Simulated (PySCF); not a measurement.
C3H12Si3, charge +1, doublet, at a GFN2-xTB geometry (a state made from the parent by changing its charge; the spin is typed, not shown lowest); CCSD(T)/STO-3G in PySCF.

The PySCF input:
```python
from pyscf import gto, scf, cc

mol = gto.Mole()
mol.atom = '''
    C    -0.711681    1.233511   -1.076363
    Si    1.075430    1.436871   -0.474767
    C     1.879433   -0.288957   -0.162399
    Si    0.751149   -1.442399    0.895441
    C    -1.014450   -1.454751    0.202947
    Si   -1.909096    0.261373    0.097415
    H    -0.728558    0.764500   -2.059418
    H    -1.191884    2.203510   -1.191137
    H     1.873325    1.925383   -1.613171
    H     1.130066    2.225185    0.753348
    H     2.088584   -0.767173   -1.117792
    H     2.838282   -0.161022    0.333363
    H     1.345428   -2.761778    0.617390
    H     0.767606   -0.993062    2.284872
    H    -1.671076   -2.051201    0.833626
    H    -1.030766   -1.918777   -0.782480
    H    -1.954846    0.893350    1.414584
    H    -3.230735    0.120429   -0.511542
'''
mol.basis = 'sto-3g'
mol.charge = 1
mol.spin = 1
mol.verbose = 5
mol.build()

mf = scf.UHF(mol)
mf.kernel()

mycc = cc.CCSD(mf, frozen=18)
mycc.kernel()
et = mycc.ccsd_t()
print('E(CCSD(T)) = %.10f' % (mycc.e_tot + et))
```

Problem. Write the output that PySCF gives for this input, abridged.

Solution. 
```
PySCF version 2.14.0

[INPUT] verbose = 5
[INPUT] max_memory = 4000
[INPUT] num. atoms = 18
[INPUT] num. electrons = 71
[INPUT] charge = 1
[INPUT] spin (= nelec alpha-beta = 2S) = 1
[INPUT] symmetry False subgroup None
[INPUT] Mole.unit = angstrom
[INPUT] Symbol           X                Y                Z      unit          X                Y                Z       unit  Magmom
[...]
[INPUT] ---------------- BASIS SET ----------------
[INPUT] l, kappa, [nprim/nctr], expnt,             c_1 c_2 ...
[INPUT] H
[...]
                                0.62391373        0.53532814
                                0.1688554         0.44463454
[INPUT] C
[...]
                                13.045096         0.53532814
                                3.5305122         0.44463454
[...]
                                0.6834831         0.39951283
                                0.2222899         0.70011547
[...]
                                0.6834831         0.60768372
                                0.2222899         0.39195739
[INPUT] Si
[...]
                                74.28083305       0.5353281423
                                20.10329229       0.4446345422
[...]
                                5.389706871       0.3995128261
                                1.752899952       0.7001154689
[...]
                                0.4125648801      0.2255954336
                                0.1614750979      0.900398426
[...]
                                5.389706871       0.6076837186
                                1.752899952       0.3919573931
[...]
                                0.4125648801      0.5951670053
                                0.1614750979      0.462001012

nuclear repulsion = 443.4605962595
number of shells = 36
number of NR pGTOs = 162
number of NR cGTOs = 54
basis = sto-3g
ecp = {}

******** <class 'pyscf.scf.uhf.UHF'> ********
method = UHF
initial guess = minao
damping factor = 0
level_shift factor = 0
DIIS = <class 'pyscf.scf.diis.CDIIS'>
diis_start_cycle = 1
diis_space = 8
diis_damp = 0
SCF conv_tol = 1e-09
SCF conv_tol_grad = None
SCF max_cycles = 50
direct_scf = True
direct_scf_tol = 1e-13
number electrons alpha = 36  beta = 35
Set gradient conv threshold to 3.16228e-05
E1 = -2230.9090042493303  E2 = 811.5064400391556  Ecoul = 892.8169793728406  Exc = -81.31053933368503
init E= -975.941967950675
cond(S) = 9.791366237249273

  alpha mo_energy =
[-68.01350746 -68.01349205 -68.01201032 -11.17938077 -11.17889289
 -11.17508413  -6.02153772  -6.02109177  -6.01977717  -4.02909716
  -4.02885258  -4.02856127  -4.02849616  -4.0280125   -4.02800204
  -4.02739456  -4.02709986  -4.02655319  -1.39471326  -1.24397644
  -1.23934898  -0.80569074  -0.80443306  -0.74359243  -0.57469907
  -0.53699692  -0.53623124  -0.51297602  -0.43479244  -0.43326447
  -0.38869667  -0.38246775  -0.38230004  -0.33244959  -0.31547259
  -0.27304562   0.26789619   0.26958764   0.28857364   0.33211706
   0.34464057   0.35730955   0.36221066   0.37840341   0.41156702
   0.43532198   0.45984922   0.46397174   0.54245665   0.5558885
   0.55793145   0.5673331    0.58114812   0.58846986]
  beta  mo_energy =
[-68.01350746 -68.01349205 -68.01201032 -11.17938077 -11.17889289
 -11.17508413  -6.02153772  -6.02109177  -6.01977717  -4.02909716
  -4.02885258  -4.02856127  -4.02849616  -4.0280125   -4.02800204
  -4.02739456  -4.02709986  -4.02655319  -1.39471326  -1.24397644
  -1.23934898  -0.80569074  -0.80443306  -0.74359243  -0.57469907
  -0.53699692  -0.53623124  -0.51297602  -0.43479244  -0.43326447
  -0.38869667  -0.38246775  -0.38230004  -0.33244959  -0.31547259
  -0.27304562   0.26789619   0.26958764   0.28857364   0.33211706
   0.34464057   0.35730955   0.36221066   0.37840341   0.41156702
   0.43532198   0.45984922   0.46397174   0.54245665   0.5558885
   0.55793145   0.5673331    0.58114812   0.58846986]
multiplicity <S^2> = 0.75  2S+1 = 2
E1 = -2223.288011400779  E2 = 804.0361923508232  Ecoul = 884.9050847416805  Exc = -80.86889239085735
[...]
  -1.03628822  -0.87767745  -0.85292679  -0.79370058  -0.77631717
  -0.71009702  -0.68973504  -0.6816795   -0.6377669   -0.62940926
  -0.62597235  -0.61251462  -0.57904176  -0.5549578   -0.52028362
  -0.49920121   0.22685162   0.2367295    0.27420989   0.27826481
   0.30224802   0.31914378   0.32960574   0.36697977   0.38889861
   0.41320618   0.41503411   0.44473309   0.50664683   0.52145708
   0.58371568   0.59699618   0.61559691   0.61651547]
  beta  mo_energy =
[-68.22826405 -68.22824623 -68.13991294 -11.24273428 -11.12616346
 -11.12610796  -6.20443833  -6.20408467  -6.11887714  -4.23044191
  -4.2298745   -4.22853841  -4.22835707  -4.22663611  -4.22581599
  -4.14452022  -4.14381036  -4.14354047  -1.11128154  -1.05362623
  -1.03205684  -0.83935723  -0.83020818  -0.78938693  -0.76532129
  -0.69340165  -0.6785921   -0.65366146  -0.61824839  -0.6137643
  -0.60831522  -0.57636502  -0.55332248  -0.51680775  -0.49897035
  -0.2162174    0.25079545   0.2823544    0.29662149   0.30719242
   0.31863126   0.33312389   0.33785713   0.36991671   0.41289037
   0.41440886   0.4349069    0.44782761   0.52781511   0.53466272
   0.58657159   0.60100362   0.61707538   0.61709291]
multiplicity <S^2> = 0.76300326  2S+1 = 2.0129613
E1 = -2223.9754832932013  E2 = 804.6753791774112  Ecoul = 885.6220872058323  Exc = -80.94670802842109
Extra cycle  E= -975.83950785629  delta_E= -4.68e-11  |g|= 3.02e-06  |ddm|= 1.08e-05
converged SCF energy = -975.83950785629  <S^2> = 0.76300326  2S+1 = 2.0129613

******** <class 'pyscf.cc.uccsd.UCCSD'> ********
CC2 = 0
CCSD nocc = (np.int64(18), np.int64(17)), nmo = (36, 36)
frozen orbitals 18
max_cycle = 50
direct = 0
conv_tol = 1e-07
conv_tol_normt = 1e-06
diis_space = 6
diis_start_cycle = 0
diis_start_energy_diff = 1e+09
Init t2, MP2 energy = -0.274638037623508
Init E_corr(UCCSD) = -0.274638037636487
cycle = 1  E_corr(UCCSD) = -0.332851505477822  dE = -0.0582134678  norm(t1,t2) = 0.115784
cycle = 2  E_corr(UCCSD) = -0.352854684983618  dE = -0.0200031795  norm(t1,t2) = 0.0515335
cycle = 3  E_corr(UCCSD) = -0.363547887206591  dE = -0.0106932022  norm(t1,t2) = 0.0397505
cycle = 4  E_corr(UCCSD) = -0.367896432284616  dE = -0.00434854508  norm(t1,t2) = 0.0292098
cycle = 5  E_corr(UCCSD) = -0.369279241903826  dE = -0.00138280962  norm(t1,t2) = 0.0275846
cycle = 6  E_corr(UCCSD) = -0.370414974595149  dE = -0.00113573269  norm(t1,t2) = 0.0143961
cycle = 7  E_corr(UCCSD) = -0.370801371590238  dE = -0.000386396995  norm(t1,t2) = 0.00423631
cycle = 8  E_corr(UCCSD) = -0.37087878979888  dE = -7.74182086e-05  norm(t1,t2) = 0.00205879
cycle = 9  E_corr(UCCSD) = -0.370899493244608  dE = -2.07034457e-05  norm(t1,t2) = 0.00114418
cycle = 10  E_corr(UCCSD) = -0.370907901031038  dE = -8.40778643e-06  norm(t1,t2) = 0.000636198
cycle = 11  E_corr(UCCSD) = -0.370909094239157  dE = -1.19320812e-06  norm(t1,t2) = 0.000340496
cycle = 12  E_corr(UCCSD) = -0.370903368739235  dE = 5.72549992e-06  norm(t1,t2) = 0.000181895
cycle = 13  E_corr(UCCSD) = -0.370906144385675  dE = -2.77564644e-06  norm(t1,t2) = 0.000107487
cycle = 14  E_corr(UCCSD) = -0.370906950934599  dE = -8.06548924e-07  norm(t1,t2) = 5.00213e-05
cycle = 15  E_corr(UCCSD) = -0.370906933104593  dE = 1.78300064e-08  norm(t1,t2) = 2.92657e-05
cycle = 16  E_corr(UCCSD) = -0.370906288241157  dE = 6.44863436e-07  norm(t1,t2) = 1.46766e-05
cycle = 17  E_corr(UCCSD) = -0.370906414092394  dE = -1.25851237e-07  norm(t1,t2) = 7.17946e-06
cycle = 18  E_corr(UCCSD) = -0.370906722743016  dE = -3.08650622e-07  norm(t1,t2) = 4.11379e-06
cycle = 19  E_corr(UCCSD) = -0.370906900287501  dE = -1.77544485e-07  norm(t1,t2) = 2.23095e-06
cycle = 20  E_corr(UCCSD) = -0.370906867216145  dE = 3.30713561e-08  norm(t1,t2) = 1.18079e-06
cycle = 21  E_corr(UCCSD) = -0.370906814325598  dE = 5.28905472e-08  norm(t1,t2) = 7.43476e-07
UCCSD converged
E(UCCSD) = -976.2104146706157  E_corr = -0.3709068143255981
UCCSD(T) correction = -0.00609615443765926
E(CCSD(T)) = -976.2165108251
```
